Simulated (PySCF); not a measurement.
## [TlCl2]+, singlet: data card

These are results of PySCF, PBE0, basis Tl def2-TZVP with ECP60, Cl def2-TZVP (scalar-relativistic core potentials, no spin–orbit coupling, density fitting), not measurements.

The structure is a minimum.

* Point group: D∞h
* Bond lengths: Tl–Cl 2.241 Å (×2)
* Bond angles: Cl–Tl–Cl 180.0°
* Zero-point energy: 6.1 kJ/mol
* Lowest empty level: -9.49 eV
* Dipole moment about the centre of mass: 0.00 D
* Rotational constants: 0.04801 cm⁻¹
* Principal polarisabilities: 32.8, 32.8, 91.8 bohr³
* Highest occupied level: -15.15 eV
* Entropy at 298.15 K and 1 bar: 288.0 J/(mol K)
* Heat capacity Cp at 298.15 K: 57.4 J/(mol K)
* Principal quadrupole moments (Buckingham, traceless) about the centre of mass: -3.22, -3.22, 6.44 D Å
* Enthalpy at 298.15 K above 0 K: 14.11 kJ/mol
* Rotational symmetry number: 2

Harmonic modes (masses in u: Tl 204.974, Cl 34.969):
| symmetry | ω (cm⁻¹) | IR (km/mol, summed over degenerate members) | μ (u) | type |
| --- | --- | --- | --- | --- |
| πu | 97 | 2.7 | 44.32 | bend |
| σg+ | 376 | 0.0 | 34.97 | stretch |
| σu+ | 457 | 27.5 | 44.32 | stretch |

In D∞h the vibrations span πu + σg+ + σu+. The σg+ mode carries no infrared intensity, as symmetry demands. With a centre of inversion only u modes can be infrared active and only g modes Raman active.

Charges (e):
| atom | Mulliken | Löwdin | polar tensor | Mayer order to Tl1 |
| --- | --- | --- | --- | --- |
| Tl1 | 1.09 | 0.30 | 1.33 | – |
| Cl2,3 | -0.04 | 0.35 | -0.16 | 1.22 |

Mulliken populations on Tl1 (electrons outside its core potential): s 3.19, p 6.65, d 9.99, f 0.09.

Counting electrons, thallium keeps none of its valence electrons outside its bonds, so the VSEPR class is AX2 and the expected shape is linear (D∞h), as computed.

Other isomers or separated fragments may lie lower. Spin–orbit coupling, left out here, can matter for elements this heavy.

The final relaxation and frequency run took of the order of 100 core-seconds on a shared host.
